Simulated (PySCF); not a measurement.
SMILES [CH3][Al](/[CH]=C/B(C)C)[CH3] (C₆H₁₄AlB), GFN2-xTB optimised geometry.

```
22

B     -1.80     1.73    -0.12
C     -3.21     1.56    -0.83
C     -1.38     3.13     0.47
C     -0.85     0.50    -0.04
C      0.50     0.54     0.00
Al     1.50    -1.17     0.00
C      0.48    -2.89     0.01
C      3.50    -1.17     0.00
H     -3.62     2.50    -1.21
H     -3.92     1.19    -0.09
H     -3.20     0.84    -1.64
H     -0.98     3.74    -0.34
H     -2.23     3.69     0.87
H     -0.62     3.08     1.24
H     -1.30    -0.49    -0.08
H      0.95     1.53     0.02
H     -0.20    -2.97     0.87
H     -0.14    -3.03    -0.88
H      1.16    -3.74     0.06
H      3.91    -1.68     0.88
H      3.92    -1.69    -0.87
H      3.91    -0.16    -0.01
```

Density from PySCF with PBE0/def2-SVP at that geometry.

Minimum of the electron density along straight lines between bonded atoms, close to the bond critical point (lines longer than 1.1 times the sum of covalent radii, or with two minima, are not listed):

```csv
bond,length / Å,ρ at the minimum / e bohr⁻³,∇²ρ there / e bohr⁻⁵,position (fraction from the first atom)
B1–C2,1.580,0.178,-0.14,0.32
B1–C3,1.580,0.178,-0.14,0.32
B1–C4,1.553,0.185,[?],0.32
C4–C5,1.351,0.328,-0.84,0.50
C5–Al6,1.986,0.079,0.32,0.60
Al6–C7,1.995,0.078,0.30,0.40
Al6–C8,1.994,0.078,0.30,0.40
C2–H9,1.088,0.272,-0.96,0.62
C2–H10,1.091,0.264,-0.91,0.62
C2–H11,1.088,0.271,-0.96,0.62
C3–H12,1.091,0.265,-0.91,0.62
C3–H13,1.088,0.270,-0.95,0.62
C3–H14,1.088,0.272,-0.97,0.62
C4–H15,1.092,0.275,-1.00,0.62
C5–H16,1.093,0.273,-0.99,0.63
C7–H17,1.095,0.263,-0.90,0.62
C7–H18,1.095,0.263,-0.90,0.62
C7–H19,1.096,0.264,-0.91,0.62
C8–H20,1.096,0.263,-0.90,0.62
C8–H21,1.096,0.263,-0.90,0.62
C8–H22,1.096,0.264,-0.91,0.62
```

Fill in the missing entries.


- B1–C4, ∇²ρ there / e bohr⁻⁵: -0.09
